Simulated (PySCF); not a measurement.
Dipole response of La²⁺ (lanthanum, charge +2)

[Xe] 5d1, 2D determinant. Calculation: PySCF 2.14, in x2c-TZVPPall with one added diffuse shell each of s, p, d type (12s8p8d3f1g, 106 functions); the spin-free X2C one-electron Hamiltonian (Gaussian nucleus). Coupled (time-dependent) response in atomic units; α is the mean over directions.

```
method  mean α (bohr³)         α xx, yy, zz  C₆ (like pair)  S(−4)
  PBE0           20.03  23.37, 23.37, 13.36           128.0  453.7
```

S(−4) is the Cauchy moment in α(ω) = α(0) + S(−4) ω² + …

Spin-orbit coupling is absent.

α(iu) at PBE0:

```tsv
u (hartree)	α(iu) (bohr³)
0	20.03
0.0500	19.04
0.100	17.09
0.200	13.75
0.300	11.56
0.500	8.757
0.750	6.492
1.00	4.955
1.50	3.120
2.00	2.149
3.00	1.227
5.00	0.5810
```

For an ion, C₆ is the dispersion term alone; charge-induced terms of lower order in 1/R come first.

The components differ because the open shell of this determinant is not spherical; for a pure term their mean is the scalar polarisability.

Spin-orbit coupling, absent here, splits the open shell strongly.
